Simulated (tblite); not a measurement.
Start geometry of `C=C(F)C[C](C)CF` [radical] from a force field or distance geometry (Å):
```
atom  x, y, z in Å
C1     2.0888    1.5182   -0.2683
C2     1.5246    0.4379    0.2735
F3     2.2486   -0.7215    0.2393
C4     0.1901    0.4214    0.9549
C5    -0.8308   -0.3588    0.1897
C6    -0.9023   -1.8411    0.3241
C7    -1.4523    0.2791   -1.0173
F8    -1.6001    1.6191   -0.8190
H9     3.0610    1.4574   -0.7351
H10    1.5662    2.4772   -0.2623
H11    0.3084   -0.0341    1.9561
H12   -0.1767    1.4302    1.1411
H13   -0.7270   -2.1398    1.3743
H14   -0.1416   -2.3221   -0.3091
H15   -1.8878   -2.2056    0.0402
H16   -2.4477   -0.1405   -1.1947
H17   -0.8284    0.1349   -1.8971
```

Question: What comes out of this run: GFN2-xTB geometry optimisation, gas phase (tblite 0.8.0)?

Answer: 
```
atom  x, y, z in Å
C1     1.9580    1.4227   -0.4310
C2     1.5003    0.4481    0.3324
F3     2.2024   -0.7081    0.4372
C4     0.1881    0.3974    1.0678
C5    -0.7860   -0.3470    0.2164
C6    -0.8759   -1.8222    0.3100
C7    -1.3661    0.3501   -0.9579
F8    -1.6955    1.6591   -0.6627
H9     2.8896    1.3299   -0.9602
H10    1.4102    2.3401   -0.5325
H11    0.3313   -0.1158    2.0203
H12   -0.1550    1.4180    1.2430
H13   -0.9375   -2.1367    1.3523
H14    0.0162   -2.3032   -0.1092
H15   -1.7422   -2.2014   -0.2275
H16   -2.2856   -0.1358   -1.3032
H17   -0.6593    0.4170   -1.8051
```

The energy falls by 2.8 kcal/mol over 71 L-BFGS steps, the largest force on an atom goes from 1.35 to 0.009 eV/Å, and the atoms move by 0.211 Å rms after alignment. Among the bonds, C7–F8 and C1–H10 change most and about equally (-0.019 to +0.019 Å). Bonds longer at the end by more than 0.005 Å: 3 of 16; shorter: 7. Among the angles that change most is F3–C2–C4, from 118.3° to 112.6°. Among the dihedrals that turn most is C1–C2–C4–H11, from -127° to -144°. Rotational constants go from 2543, 1527, 1081 to 2589, 1560, 1114 MHz. The orientation of the end geometry is arbitrary; only internal coordinates are fixed.

On an Arm Neoverse V2 with one thread, no GPU, shared host with 192 logical CPUs at a one-minute load of 23, this took 0.31 s.

Its GFN2-xTB frequencies are all real (lowest 26 cm⁻¹). 3 starts were optimised and ended at 0.00, 0.31 and 2.07 kcal/mol (GFN2-xTB); the lowest of these is shown.

One conformer stands for the species.

All values are computed, not measured.
